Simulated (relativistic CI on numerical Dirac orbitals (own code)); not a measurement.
**Line list: Electric-dipole lines, Te7+**

Calculated at this level of theory: Dirac-Coulomb-Breit CI, separate exchange-only KLI orbitals for each configuration, model QED (radiative potential, 1s self-energy scaled to tabulated hydrogen-like ionisation energies), unscaled Slater integrals (own radial code, finite nucleus).

Configuration list (outside the closed core [Ar] 3d10): 4s2 4p6 4d9, 4s2 4p6 4d8 5s, 4s2 4p6 4d8 4f, 4s2 4p5 4d10, 4s2 4p6 4d8 5p, 4s 4p6 4d10, 4s2 4p6 4d7 5s 5p, 4s2 4p6 4d8 5d, 4s2 4p6 4d7 4f 5s, 4s2 4p5 4d9 4f, 4s2 4p6 4d8 6s, 4s2 4p6 4d8 6p, 4s2 4p6 4d8 5f, 4s2 4p6 4d8 6d, 4s2 4p6 4d8 5g, 4s2 4p6 4d8 7s, 4s2 4p6 4d8 7p, 4s2 4p6 4d8 6f, 4s2 4p5 4d9 5s, 4s 4p6 4d9 4f, 4s2 4p5 4d9 5p, 4s2 4p5 4d9 5d, 4s2 4p5 4d9 6s, 4s2 4p6 4d7 5s2, 4s2 4p6 4d6 4f 5s2, 4s2 4p6 4d6 5s2 5p, 4s2 4p6 4d6 5s2 5d, 4s 4p6 4d8 5s2, 4s 4p6 4d7 4f 5s2, 4s 4p6 4d7 5s2 5p, 4s 4p6 4d7 5s2 5d. Double excitations out of closed p, d and f shells are left out; levels of such configurations are missing from the list, as are those of other unlisted configurations, and high levels can miss mixing partners.

```tsv
λ vac (Å)	Lower	Upper	A (s⁻¹)	gf	Branching (%)
129.88	4s2 4p6 4d9 2D_3/2 [2]	4s2 4p6 4d8 5f 2P°_1/2 [245]	5.70e+11	2.88e+00	99.5
132.42	4s2 4p6 4d9 2D_5/2 [1]	4s2 4p6 4d8 4f 2P°_3/2 [221]	6.10e+11	6.42e+00	80.3
134.62	4s2 4p6 4d9 2D_3/2 [2]	4s2 4p6 4d8 4f 2P°_3/2 [221]	1.48e+11	1.61e+00	19.5
135.95	4s2 4p6 4d9 2D_5/2 [1]	4s2 4p6 4d8 4f 2D°_3/2 [212]	1.50e+11	1.66e+00	18.1
136.54	4s2 4p6 4d9 2D_5/2 [1]	4s2 4p6 4d8 4f 2F°_7/2 [211]	8.20e+11	1.83e+01	99.9
136.56	4s2 4p6 4d9 2D_3/2 [2]	4s2 4p6 4d8 4f 2F°_5/2 [217]	8.14e+11	1.36e+01	99.1
137.72	4s2 4p6 4d9 2D_5/2 [1]	4s2 4p6 4d8 4f 2D°_5/2 [207]	8.23e+11	1.40e+01	99.0
138.26	4s2 4p6 4d9 2D_3/2 [2]	4s2 4p6 4d8 4f 2D°_3/2 [212]	6.79e+11	7.78e+00	81.8
197.84	4s2 4p6 4d9 2D_3/2 [2]	4s2 4p6 4d8 5p 2F°_5/2 [57]	2.10e+10	7.41e-01	86.5
200.15	4s2 4p6 4d9 2D_5/2 [1]	4s2 4p6 4d8 5p 2D°_3/2 [43]	2.96e+10	7.12e-01	64.2
200.74	4s2 4p6 4d9 2D_5/2 [1]	4s2 4p6 4d8 5p 2F°_7/2 [42]	2.40e+10	1.16e+00	91.9
201.70	4s2 4p6 4d9 2D_5/2 [1]	4s2 4p6 4d8 5p 2D°_5/2 [40]	1.53e+10	5.60e-01	79.7
204.98	4s2 4p6 4d9 2D_5/2 [1]	4s2 4p6 4d8 5p 2D°_5/2 [35]	1.68e+10	6.35e-01	80.9
536.19	4s2 4p6 4d8 5p 4D°_7/2 [19]	4s2 4p6 4d8 5d 4F_9/2 [137]	4.60e+09	1.98e+00	29.2
547.71	4s2 4p6 4d8 5p 4G°_7/2 [22]	4s2 4p6 4d8 5d 4H_9/2 [152]	1.02e+10	4.57e+00	64.7
549.48	4s2 4p6 4d8 5p 4G°_9/2 [20]	4s2 4p6 4d8 5d 4F_9/2 [137]	7.10e+09	3.21e+00	45.2
551.57	4s2 4p6 4d8 5p 4G°_5/2 [23]	4s2 4p6 4d8 5d 4H_7/2 [153]	7.65e+09	2.79e+00	48.5
553.28	4s2 4p6 4d8 5p 4D°_7/2 [19]	4s2 4p6 4d8 5d 4D_5/2 [128]	1.25e+10	3.45e+00	84.4
553.39	4s2 4p6 4d8 5p 4G°_9/2 [20]	4s2 4p6 4d8 5d 4H_11/2 [135]	1.34e+10	7.41e+00	84.8
554.63	4s2 4p6 4d8 5p 4D°_7/2 [19]	4s2 4p6 4d8 5d 4D_7/2 [127]	7.78e+09	2.87e+00	55.8
555.57	4s2 4p6 4d8 5p 2H°_9/2 [41]	4s2 4p6 4d8 5d 2I_11/2 [180]	1.47e+10	8.16e+00	93.0
574.87	4s2 4p6 4d8 5d 2I_13/2 [185]	4s2 4p6 4d8 5f 2K°_15/2 [375]	1.90e+10	1.51e+01	100.0
576.19	4s2 4p6 4d8 5d 4H_13/2 [136]	4s2 4p6 4d8 5f 4I°_15/2 [292]	1.88e+10	1.50e+01	100.0
576.53	4s2 4p6 4d8 5d 4H_11/2 [158]	4s2 4p6 4d8 5f 4I°_13/2 [308]	1.86e+10	1.30e+01	99.9
582.73	4s2 4p6 4d8 5p 4G°_11/2 [25]	4s2 4p6 4d8 5d 4G_11/2 [138]	3.71e+09	2.27e+00	26.9
589.70	4s2 4p6 4d8 5p 4G°_11/2 [25]	4s2 4p6 4d8 5d 4H_13/2 [136]	1.39e+10	1.01e+01	98.0
592.77	4s2 4p6 4d8 5p 2H°_11/2 [51]	4s2 4p6 4d8 5d 2I_13/2 [185]	1.37e+10	1.01e+01	97.8
593.26	4s2 4p6 4d8 5p 4G°_9/2 [33]	4s2 4p6 4d8 5d 4H_11/2 [158]	1.37e+10	8.67e+00	98.1
593.76	4s2 4p6 4d8 5p 4F°_9/2 [27]	4s2 4p6 4d8 5d 4F_9/2 [143]	5.04e+09	2.66e+00	35.8
593.90	4s2 4p6 4d8 5p 2F°_7/2 [37]	4s2 4p6 4d8 5d 2G_9/2 [165]	1.14e+10	6.01e+00	81.2
598.98	4s2 4p6 4d8 5p 2F°_7/2 [29]	4s2 4p6 4d8 5d 4F_9/2 [143]	4.66e+09	2.50e+00	33.1
599.10	4s2 4p6 4d8 5p 2G°_7/2 [36]	4s2 4p6 4d8 5d 4G_9/2 [161]	8.28e+09	4.45e+00	60.2
600.97	4s2 4p6 4d8 5p 4F°_9/2 [27]	4s2 4p6 4d8 5d 4G_11/2 [138]	9.71e+09	6.31e+00	70.5
601.29	4s2 4p6 4d8 5p 4D°_7/2 [48]	4s2 4p6 4d8 5d 4F_9/2 [175]	9.90e+09	5.36e+00	70.4
604.75	4s2 4p6 4d8 5p 2F°_7/2 [55]	4s2 4p6 4d8 5d 2G_9/2 [192]	7.84e+09	4.30e+00	55.7
608.99	4s2 4p6 4d8 5p 2G°_9/2 [61]	4s2 4p6 4d8 5d 2H_11/2 [202]	8.15e+09	5.44e+00	56.6
800.51	4s2 4p6 4d8 5s 4F_5/2 [5]	4s2 4p6 4d8 5p 2F°_7/2 [37]	1.34e+09	1.03e+00	15.3
813.33	4s2 4p6 4d8 5s 2D_5/2 [13]	4s2 4p6 4d8 5p 2F°_7/2 [55]	2.40e+09	1.91e+00	65.1
832.94	4s2 4p6 4d8 5s 4F_9/2 [3]	4s2 4p6 4d8 5p 4G°_11/2 [25]	2.73e+09	3.40e+00	100.0
834.93	4s2 4p6 4d8 5s 4F_7/2 [4]	4s2 4p6 4d8 5p 4F°_9/2 [27]	8.28e+08	8.65e-01	28.3
860.44	4s2 4p6 4d8 5s 2F_7/2 [7]	4s2 4p6 4d8 5p 4G°_9/2 [33]	2.03e+09	2.25e+00	77.1
868.73	4s2 4p6 4d8 5s 2G_9/2 [14]	4s2 4p6 4d8 5p 2H°_11/2 [51]	2.42e+09	3.29e+00	99.9
952.74	4s2 4p6 4d8 5s 4F_5/2 [5]	4s2 4p6 4d8 5p 4G°_7/2 [22]	7.96e+08	8.67e-01	42.0
975.87	4s2 4p6 4d8 5s 4F_7/2 [4]	4s2 4p6 4d8 5p 4G°_9/2 [20]	8.64e+08	1.23e+00	49.4
986.26	4s2 4p6 4d8 5s 2G_7/2 [15]	4s2 4p6 4d8 5p 2H°_9/2 [41]	1.37e+09	2.00e+00	83.5
```

Terms are leading LS components. Brackets give the number of a level in order of energy, since labels repeat. The list gives strong lines, with weight on those to low levels, without lines whose two gauges differ by over a factor of 2.5, among the lowest 400 of 3409 levels, so that lines to higher ones, which can be the strongest, are missing. Levels whose partners in the same complex of configurations lie outside the list can be far off, and so can their lines. Rates are taken at the computed energies, electric ones in the length gauge.

At this charge configurations can still be misplaced by up to about 7 % of their energy. Levels and lines within the n = 5 or 6 shells can be off by up to 10 % or somewhat more, and those that change n by about 2 %, since core polarisation is missing.

LS names give the leading component of a level, which can be under half, so a name can repeat, a term be missing and a line seem to break the LS rules.
